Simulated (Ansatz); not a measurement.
Calculation: frozen-core CCSD(T)/def2-TZVPP // BP86-D3(BJ)/def2-SVP in Ansatz (a program for electronic structure).

Ansatz 0.2 input:
```yaml
crystal:
  periodic: [false, false, false]
  atoms:
    - { symbol: Mo, position_ang: [0.000787, 0.043321, -0.01071] }
    - { symbol: O, position_ang: [-0.244267, -1.36819, -0.942318] }
    - { symbol: O, position_ang: [-0.097932, -0.169739, 1.682056] }
    - { symbol: N, position_ang: [-1.371316, 1.328107, -0.518859] }
    - { symbol: H, position_ang: [-1.746285, 2.050426, 0.105287] }
    - { symbol: H, position_ang: [-1.834458, 1.350369, -1.433607] }
    - { symbol: N, position_ang: [1.78639, 0.705455, -0.41589] }
    - { symbol: H, position_ang: [2.366675, 1.242325, 0.237428] }
    - { symbol: H, position_ang: [2.280683, 0.53351, -1.297824] }
basis:
  gaussian: { orbitals: def2-TZVPP }
correlation:
  method: ccsd_t
```

Output:

```
Functional definition: HF
1506 factors; integrals over basis functions are off by at most 1.0e-3 eV
mean field evaluation 1: about -8929.3220 eV, gradient 8.7e1 eV
mean field evaluation 2: about -8929.5834 eV, gradient 8.8e1 eV
mean field evaluation 4: about -8942.7142 eV, gradient 1.4e1 eV
mean field evaluation 8: about -8943.1445 eV, gradient 1.6e0 eV
mean field evaluation 16: about -8943.1513 eV, gradient 8.8e-6 eV
mean field evaluation 32: about -8932.3539 eV, gradient 1.4e0 eV
mean field -8943.15128291 eV, -328.6547477612 hartree, gradient 8.8e-6 eV, S^2 0.000000; 0 other end points of the search recorded, 0 dependent functions left out
4 core orbitals not correlated
reference -8943.15128291 eV, -328.6547477612 hartree; 20, 20 occupied and 212, 212 virtual orbitals, 1506 factors
second order -42.05752565 eV of doubles, -0.00000000 eV of singles
cycle   1  -36.72300610 eV  change     5.3e0 eV  update   3.7e-1
cycle   2  -39.27861751 eV  change    -2.6e0 eV  update   3.0e-1
cycle   3  -39.72785423 eV  change   -4.5e-1 eV  update   5.1e-2
cycle   4  -39.76062717 eV  change   -3.3e-2 eV  update   2.6e-2
cycle   5  -39.73088250 eV  change    3.0e-2 eV  update   6.9e-3
cycle   6  -39.73373922 eV  change   -2.9e-3 eV  update   3.1e-3
cycle   7  -39.73325092 eV  change    4.9e-4 eV  update   1.2e-3
cycle   8  -39.73176260 eV  change    1.5e-3 eV  update   6.0e-4
cycle   9  -39.73213694 eV  change   -3.7e-4 eV  update   2.5e-4
cycle  10  -39.73251102 eV  change   -3.7e-4 eV  update   1.1e-4
cycle  11  -39.73243371 eV  change    7.7e-5 eV  update   5.5e-5
cycle  12  -39.73235117 eV  change    8.3e-5 eV  update   2.9e-5
cycle  13  -39.73242599 eV  change   -7.5e-5 eV  update   1.3e-5
cycle  14  -39.73240776 eV  change    1.8e-5 eV  update   5.5e-6
perturbative correction -2.51446110 eV, -0.0924047410 hartree
Total energy: -8985.39815177 eV, -330.2072915558 hartree
```

Cost: roughly 18 core-minutes.
